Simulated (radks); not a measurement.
Task: The table gives one normalised radial function P(r) = r R(r) of Ce31+ in [Ar] 3d9 (r in bohr). Calculated with a radial shooting solver on a logarithmic mesh with Libxc functionals: non-relativistic Kohn-Sham, PBE, spin-polarised, spherical densities, point nucleus; open shells are filled with parallel spins first (spin-orbit coupling, left out, can overturn this in heavy ions); relativity is left out, which matters for an element this heavy.

r	P
0.001676	0.2020
0.002097	0.2464
0.002603	0.2966
0.003256	0.3566
0.004074	0.4242
0.005056	0.4950
0.006326	0.5709
0.007914	0.6431
0.009822	0.7000
0.01229	0.7321
0.01525	0.7196
0.01908	0.6397
0.02387	0.4698
0.02963	0.2070
0.03706	-0.1632
0.04637	-0.5926
0.05755	-0.9799
0.072	-1.2215
0.09007	-1.1485
0.1118	-0.6849
0.1399	0.1648
0.175	1.1579
0.2172	1.9037
0.2717	2.1475
0.3399	1.8028
0.4218	1.1599
0.5278	0.5380
0.6603	0.1719
0.8195	0.0372

Which n and l does it have? It may be an empty orbital.

Result: n = 3, l = 0: the number of nodes gives n - l - 1 = 2, the rise at small r (about r^(l+1)) gives l, and the extent must fit the shell. The curve is that of 3s down; the table hardly tells the two spins apart. 3s down: eigenvalue -2340.6 eV, 2 radial nodes at r = 0.0338, 0.135 bohr, <r> = 0.286 bohr, 90 % of the charge inside 0.416 bohr.
